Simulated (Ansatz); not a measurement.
C2H8FGaO, SMILES `[CH3][Ga-]([CH3])([OH2+])[F]`, relaxed with RKS PBE-D4/def2-SVP in the Gaussian-basis code of Ansatz from a rough embedded geometry. The force threshold is 0.03 eV/Å; the program also tests the step.

The species carries charge 0 and has multiplicity 1.

Start:

```xyz
13

C    -0.870    1.478   -0.556
Ga    0.416    0.277    0.286
C     0.596   -1.301   -0.894
O    -0.114   -0.272    1.961
F     2.013    1.102    0.441
H    -1.877    1.033   -0.618
H    -0.989    2.411    0.126
H    -0.500    1.837   -1.514
H     1.338   -2.048   -0.401
H    -0.375   -1.856   -0.964
H     0.945   -1.021   -1.879
H    -1.013   -0.747    1.776
H     0.429   -0.893    2.234
```

```csv
step,energy (eV),largest force (eV/Å),largest move (Å)
1,-59319.0600,8.134,0.000
2,-59320.2586,2.089,0.193
3,-59320.5383,0.862,0.132
4,-59320.6013,1.337,0.184
5,-59320.6509,0.277,0.200
6,-59320.6918,0.715,0.193
7 (rejected),-59320.6777,1.646,0.196
8,-59320.7301,0.506,0.095
9,-59320.7664,0.316,0.097
10,-59320.8068,0.583,0.146
11,-59320.8176,0.813,0.195
12,-59320.8409,0.152,0.048
13,-59320.8422,0.216,0.059
14,-59320.8449,0.065,0.057
15,-59320.8457,0.014,0.030
16,-59320.8462,0.041,0.051
17,-59320.8465,0.035,0.024
18,-59320.8469,0.063,0.070
19,-59320.8471,0.050,0.024
20,-59320.8473,0.028,0.021
```

End:

```xyz
13

C    -0.936    1.735   -0.565
Ga    0.219    0.209   -0.115
C     0.584   -1.539   -0.961
O    -0.362   -0.353    1.926
F     1.659    0.734    0.937
H    -1.930    1.402   -0.927
H    -1.076    2.374    0.329
H    -0.466    2.349   -1.361
H     1.277   -2.140   -0.338
H    -0.348   -2.117   -1.125
H     1.064   -1.391   -1.950
H    -0.229   -1.312    2.059
H     0.544    0.049    2.091
```

Hardware: 4 threads of an Intel Xeon 6975P-C on a shared host. Wall time 17 s, peak host memory 0.21 GiB.
